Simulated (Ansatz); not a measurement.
Coupled-cluster diagnostics for the cluster Si6O⁺, Ansatz.

Geometry of the doublet (r2SCAN-D4/def2-SVP):

Cartesian coordinates in Å:
```
O 1.900 0.881 -0.831
Si -0.959 0.575 1.708
Si 3.250 1.468 -1.403
Si -0.312 -1.721 0.636
Si -1.752 -0.290 -1.016
Si 0.361 0.276 -0.195
Si -2.488 -1.190 1.100
```

Correlated methods freeze 31 core orbitals. The structure comes from a short search, and lower isomers may exist.

Question: Estimate the CCSD(T) correlation energy, the shares of MP2 and (T), T1 and the reference's ⟨S²⟩ for: charge 1, doublet, own geometry in def2-SVP; and the rough time on 4 threads of Arm Neoverse V2 on a shared host.

Answer: 
```tsv
state	basis	correlation (eV)	MP2 share (%)	(T) share (%)	T1	⟨S²⟩ (pure)	wall time	remarks
charge 1, doublet, own geometry	def2-SVP	-21.087	89.5	6.2	0.035	0.88 (0.75)	18 s	spin-contaminated (⟨S²⟩ 0.88)
```
Customary marks for T1 are 0.02 (closed shells), 0.045 (open shells) and about 0.05 (3d metals). T1 exceeds 0.02 in 1 of 1 rows and 0.045 in 0; the higher it lies, the less the single-reference result can be trusted.
